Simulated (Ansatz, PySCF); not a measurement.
Ge(H)(OH)2(NH2) (GeH₅NO₂), SMILES [NH2][GeH]([OH])[OH]. Atoms are numbered in the order given.

```xyz
9

Ge     0.0895     0.0383     0.3142
N     -1.2449    -1.1719    -0.0007
O     -0.2981     1.6826    -0.2523
O      1.4931    -0.4112    -0.6927
H      0.4094     0.0551     1.8141
H     -1.8621    -1.3394     0.7942
H     -1.8182    -0.9663    -0.8198
H      0.3164     1.9342    -0.9605
H      1.4321    -1.3446    -0.9499
```

The structure is a stationary point at TPSSh-D3(BJ)/def2-SVP. This is a generated structure with no PubChem entry under its InChIKey; it may be hypothetical. Other conformers were not sampled.

Two levels are set side by side: PBE-D3(BJ)/def2-SVP (Ansatz, a program for electronic structure) and TPSSh-D3(BJ)/def2-SVP (PySCF). Each level has its own optimised geometry; the coordinates shown are those of the second. Frequencies come from the Hessian of PySCF at each geometry. Differences are taken from unrounded values.

```
quantity                            TPSSh-D3(BJ)
----------------------------------  ------------
mean bond length (Å)                       1.364
bond Ge1–N2 (Å)                            1.829
bond Ge1–O3 (Å)                            1.782
bond Ge1–O4 (Å)                            1.785
bond Ge1–H5 (Å)                            1.534
bond N2–H6 (Å)                             1.020
bond N2–H7 (Å)                             1.021
bond O3–H8 (Å)                             0.971
bond O4–H9 (Å)                             0.970
highest harmonic wavenumber (cm⁻¹)          3797
mean harmonic wavenumber (cm⁻¹)             1259
zero-point energy (kcal/mol)               37.79
```

What does PBE-D3(BJ) give, and how far is it from TPSSh-D3(BJ)? (An estimate is asked for; the answer gives what the named calculation found.)


| quantity | PBE-D3(BJ) | PBE-D3(BJ) minus TPSSh-D3(BJ) |
|---|---|---|
| mean bond length (Å) | 1.373 | 0.009 |
| bond Ge1–N2 (Å) | 1.836 | 0.007 |
| bond Ge1–O3 (Å) | 1.799 | 0.017 |
| bond Ge1–O4 (Å) | 1.795 | 0.010 |
| bond Ge1–H5 (Å) | 1.549 | 0.015 |
| bond N2–H6 (Å) | 1.025 | 0.005 |
| bond N2–H7 (Å) | 1.027 | 0.006 |
| bond O3–H8 (Å) | 0.975 | 0.004 |
| bond O4–H9 (Å) | 0.977 | 0.007 |
| highest harmonic wavenumber (cm⁻¹) | 3731 | -66 |
| mean harmonic wavenumber (cm⁻¹) | 1237 | -21 |
| zero-point energy (kcal/mol) | 37.15 | -0.64 |

Exact exchange shortens and stiffens bonds; PBE has none. Differences between two approximate levels are no errors against the true value.
